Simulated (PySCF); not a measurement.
# How the method changes the shape and vibrations of GeH5N

All numbers below are calculated, not measured. They come from PySCF 2.14.0, an open-source quantum chemistry program, on an isolated molecule that a program drew, which may never have been made. The molecule is GeH5N (charge 0, singlet), drawn as the SMILES string `[NH2][GeH3]`.

The geometry was optimised and harmonic frequencies were computed with HF and MP2, all in the cc-pVDZ basis, for the commonest isotopes, with a restricted reference for singlets and an unrestricted one otherwise, and a frozen core in MP2. Germanium has the cc-pVDZ-PP basis, with a core potential (ECP10MDF) in place of its 10 inner electrons, and its 3s, 3p and 3d shells are frozen in MP2. Each result is a local minimum of its method.

Geometry at the HF minimum:
```xyz
7
GeH5N, angstrom
N    -0.2160    0.1769   -1.7729
Ge    0.9106    0.9443   -0.5319
H    -0.9287    0.7999   -2.1139
H    -0.6739   -0.6567   -1.4446
H     0.2017    1.4098    0.7525
H     1.5658    2.1550   -1.1990
H     1.9620   -0.1035   -0.1621
```

Lengths of the bonds as drawn, in Å (atoms numbered as above):
```
  bond     HF    MP2
N1-Ge2  1.843  1.866
 N1-H3  1.006  1.024
 N1-H4  1.006  1.024
Ge2-H5  1.539  1.544
Ge2-H6  1.530  1.534
Ge2-H7  1.530  1.534
```

Rotational constants, in GHz:
| constant | HF | MP2 |
|---|---|---|
| A | 63.61 | 62.49 |
| B | 9.51 | 9.338 |
| C | 9.318 | 9.169 |

Harmonic frequencies in cm^-1, each column in rising order, so a row needn't be the same motion in every method:
| rank | HF | MP2 |
|---|---|---|
| 1 | 188 | 201 |
| 2 | 593 | 584 |
| 3 | 625 | 593 |
| 4 | 689 | 651 |
| 5 | 754 | ? |
| 6 | 939 | 888 |
| 7 | 968 | 922 |
| 8 | 970 | 923 |
| 9 | 1008 | 973 |
| 10 | 1703 | 1581 |
| 11 | 2184 | 2148 |
| 12 | 2232 | 2204 |
| 13 | 2248 | 2206 |
| 14 | 3729 | 3522 |
| 15 | 3816 | 3623 |

**Estimate the missing MP2 frequency from the HF column.**

A single factor s that minimises the squared misfit of MP2 against s times HF over the other rows is sum(HF x MP2) / sum(HF^2) = 0.9575, with an rms misfit of 35 cm^-1. For rank 5 it gives 0.9575 x 754 = 722 cm^-1. The calculation gives 754 cm^-1, 32 cm^-1 above the estimate. The drawn bonds are on average 0.9 % longer in MP2 than in HF.
